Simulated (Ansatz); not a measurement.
System: tetraethynylsilane, C8H4Si, net charge 0, singlet state. SMILES: C(#C)[Si](C#C)(C#C)C#C
Geometry: optimised at B3LYP-D3(BJ)/def2-TZVP (Ansatz, a first-principles code).

Atomisation energy built up term by term with Ansatz (kcal/mol; UHF references for open shells; valence terms freeze the core; atomic spin-orbit terms are left out). CBS marks a two-point X^-3 extrapolation of the correlation energy; Hartree-Fock from the larger set.

```csv
term,basis,kcal/mol
Hartree-Fock,cc-pV(Q+d)Z,[?]
CCSD correlation,"CBS(cc-pV(T+d)Z,cc-pV(Q+d)Z)",382.97
(T),"CBS(cc-pV(T+d)Z,cc-pV(Q+d)Z)",[?]
core correlation,cc-pwCVTZ,8.97
scalar relativity (X2C),cc-pVTZ-DK against cc-pVTZ,-1.86
sum: De,,[?]
```

Complete the blanks.


- Hartree-Fock, kcal/mol: 1094.40
- (T), kcal/mol: 39.48
- sum: De, kcal/mol: 1524.0
